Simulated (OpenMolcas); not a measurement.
## Fe2+, Ru2+, Os2+: d⁶ down the group

```
Program             : OpenMolcas
Method              : SS-CASPT2, IPEA 0.25 Eh, imaginary shift 0.1 Eh
Basis               : ANO-R3
Scalar Hamiltonian  : X2C, finite nucleus
Spin-orbit coupling : RASSI with atomic mean-field integrals over the reference wave functions, term energies averaged over their components
```

Active space for each ion: 6 electrons in 6 orbitals (d s); closed shells correlated by CASPT2: Fe2+ 3s 3p; Ru2+ 4s 4p; Os2+ 5s 5p.

Computed levels in cm-1 above ⁵D₄:

```csv
Level,Fe2+,Ru2+,Os2+
⁵D₃,476,1239,4670
⁵D₂,806,1950,4340
⁵D₁,1018,2420,6900
⁵D₀,1122,2650,7170
³H₆,19560,15600,17460
³P₁(1),19780,18600,28470
³H₅,19790,15800,24700
³G₅,23860,19040,16520
¹I₆,29670,24120,29740
weight of ⁵D in the lowest level (%),100,98,85
```

Mixed levels, with the weight of the term that names them: Os2+ ⁵D₂ (66 %), Os2+ ³P₁(1) (60 %), Os2+ ³H₅ (58 %), Os2+ ³G₅ (59 %).

Measured, with the error of the calculation in %. Measured levels: Fe2+ from Corliss and Sugar, J. Phys. Chem. Ref. Data 11, 135 (1982); Ru2+ from Moore, Atomic Energy Levels, vol. III, NSRDS-NBS 35 (1971 reprint of NBS Circular 467, 1958).

```tsv
Level	Fe2+	Ru2+
⁵D₃	436 (+9.1)	1159 (+6.9)
⁵D₂	739 (+9.1)	1826 (+6.8)
⁵D₁	932 (+9.2)	2266 (+6.9)
⁵D₀	1027 (+9.2)	2476 (+6.9)
³H₆	20051 (-2.5)	
³P₁(1)	20688 (-4.4)	
³H₅	20301 (-2.5)	
³G₅	24559 (-2.8)	
¹I₆	30356 (-2.2)
```

The fine-structure level ⁵D₀ changes by a factor of 6.39 from Fe2+ to Os2+.

Without spin-orbit coupling ³H lies 19320, 15000, 14900 cm-1 above ⁵D in that order; the difference to the level ³H₆, of either sign, comes from spin-orbit coupling, which also lowers the zero.

CASPT2 breaks the degeneracy within a term, and the mean is taken; among the terms shown or strongly mixed into the levels shown the widest spread is 310 cm-1 (3d⁶ ¹I, Fe2+). Over all roots computed the reference weight is 0.88 to 0.94 in Fe2+; the roots of lowest weight are the least certain, and an intruder state may touch them. Some high roots are left out of the spin-orbit mixing, which shifts the levels that they would mix with. Terms from blocks run as CI alone lack orbitals of their own. Configurations are named by rounded mean occupations; where the s occupation lies near a half they are strongly mixed, a name can repeat and a true partner stay unpaired (holds for Os2+). The lowest spin-free term belongs to 5d⁵ 6s, not to the configuration of the lowest level (holds for Os2+). Measured partners are found by configuration, term and J. A level has none where our copy of the source lacks it or the pairing is in doubt (some pairs that miss far off the trend of their configuration count as doubtful), and it then counts in no deviation. Levels of configurations outside the active space are missing.

A number in round brackets counts repeated terms of one configuration in the order of the reference energies.
